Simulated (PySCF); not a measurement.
# C₆ coefficients of unlike pairs at PBE

Calculated with PySCF 2.14 from the dipole response of each species, C₆(A,B) = (3/π) ∫ α_A(iu) α_B(iu) du, in atomic units, from isotropic polarisabilities. For ions this is the dispersion term alone; charge-induced terms of lower order in 1/R come first.

| species | configuration | basis | relativity | α (bohr³) | C₆ (like pair) |
| --- | --- | --- | --- | --- | --- |
| Zn⁺ | [Ar] 3d10 4s1 (2S) | aug-cc-pwCVTZ-DK (10s9p7d4f3g) | spin-free X2C | 16.71 | 68.54 |
| In²⁺ | [Kr] 4d10 5s1 (2S) | aug-cc-pVTZ-PP with one added diffuse shell each of d, f type with ECP28MDF (6s5p5d3f) | core potential | 13.06 | 54.98 |
| Mo²⁺ | [Kr] 4d4 (5D) | def2-TZVPPD with the def2 core potential (28 electrons) (6s4p3d2f1g) | core potential | 9.640 | 50.43 |
| Xe²⁺ | [Kr] 4d10 5s2 5p4 (3P) | aug-cc-pwCVTZ-DK3 (10s9p7d4f1g) | spin-free X2C | 12.87 | 92.87 |

Question: Estimate C₆ for Mo²⁺ with Zn⁺.

Answer: The integral gives 55.56. The combination rule 2 C_A C_B / (C_A α_B/α_A + C_B α_A/α_B) gives 54.45 and the geometric mean 58.79.

No spin-orbit coupling is included.

The other pairs:

```tsv
pair	C₆
Xe²⁺, Zn⁺	75.96
Mo²⁺, In²⁺	51.26
In²⁺, Zn⁺	60.93
Xe²⁺, Mo²⁺	68.21
Xe²⁺, In²⁺	70.01
```
